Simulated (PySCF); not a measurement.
Precursor series Zn F-OH. Isolated molecules, 0 K electronic values unless said otherwise. One relaxed conformer stands for each flexible species; it need not be the lowest.

Calculation: TPSSh-D3(BJ)/def2-TZVP // TPSS-D3(BJ)/def2-SVP in PySCF. 

```tsv
species	HOMO (eV)	mean distance from the central atom to its bonded neighbours (Å)	charge on the central atom (meta-Löwdin) (e)	HOMO–LUMO gap (eV)	coordination number
0 of 2 F replaced by OH	-9.43	1.735	1.42	7.06	2
1 of 2 F replaced by OH ([Zn(F)(OH)])	-7.84	1.756	1.35	5.94	2
2 of 2 F replaced by OH	-7.18	1.778	1.28	5.63	2
```
